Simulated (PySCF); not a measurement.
Do core-level shifts follow atomic charges?

C₄H₅FSi.
SMILES with atom numbers: `[F:1][C:2]1=[CH:3][SiH2:4][CH:5]=[CH:6]1`

Geometry (PBE0-D3(BJ)/def2-SVP, Å), atoms numbered from 1 in this order:
```
atom  x, y, z in Å
F1     2.619    0.132   -0.078
C2     1.299   -0.012   -0.036
C3     0.661   -1.194    0.013
Si4   -1.155   -0.771    0.049
C5    -0.827    1.080   -0.008
C6     0.510    1.238   -0.047
H7     1.194   -2.145    0.026
H8    -1.861   -1.207    1.292
H9    -1.923   -1.270   -1.132
H10   -1.516    1.927   -0.011
H11    1.037    2.196   -0.086
```

Binding energies: PySCF, delta-SCF UKS SCAN, pcX-2 on the ionised atom, pcseg-1 elsewhere, spin-free X2C. Charges: PBE0/pcSseg-1 ground-state density, for the ionised atom.

```json
{"atom": "C3", "environment": "alkene CH carbon", "C 1s (eV)": "289.75", "Mulliken (e)": "-0.451", "IAO (e)": "-0.520", "Hirshfeld (e)": "-0.183", "ESP (e)": "-0.597"}
{"atom": "C5", "environment": "alkene CH carbon", "C 1s (eV)": "290.04", "Mulliken (e)": "-0.367", "IAO (e)": "-0.422", "Hirshfeld (e)": "-0.134", "ESP (e)": "-0.440"}
{"atom": "C6", "environment": "alkene CH carbon", "C 1s (eV)": "291.02", "Mulliken (e)": "-0.165", "IAO (e)": "-0.157", "Hirshfeld (e)": "-0.049", "ESP (e)": "-0.133"}
{"atom": "C2", "environment": "vinylic C–F carbon", "C 1s (eV)": "293.01", "Mulliken (e)": "+0.272", "IAO (e)": "+0.302", "Hirshfeld (e)": "+0.090", "ESP (e)": "+0.387"}
```

Question: How well does each charge scheme correlate with the binding energies over these sites?

Answer: Mulliken: r = 1.00, slope 4.6 eV per e; IAO: r = 1.00, slope 4.0 eV per e; ESP: r = 1.00, slope 3.4 eV per e; Hirshfeld: r = 0.99, slope 12.3 eV per e. On 4 points no scheme stands out.

Question: The point-charge model writes a binding energy as kq + V + constant, with V the potential of the other atoms' charges at the site. What does it give with the IAO charges?

Answer: V = Σ 14.40 eV Å × q/r over all other atoms: +6.95 eV at C3, +5.04 eV at C5, +1.15 eV at C6, -6.06 eV at C2. Fitting binding energy − V to q gives k = 19.6 eV per e and leaves an rms residual of 0.13 eV, against 0.07 eV for the fit on q alone. The model has no term for differences in relaxation between sites.

Spin contamination (⟨S²⟩ against 0.75 for a pure doublet) is marked for C 1s of C6 (0.91) and C 1s of C2 (0.94), which makes these values less certain. Isolated species at its PBE0-D3(BJ)/def2-SVP geometry, gas phase.
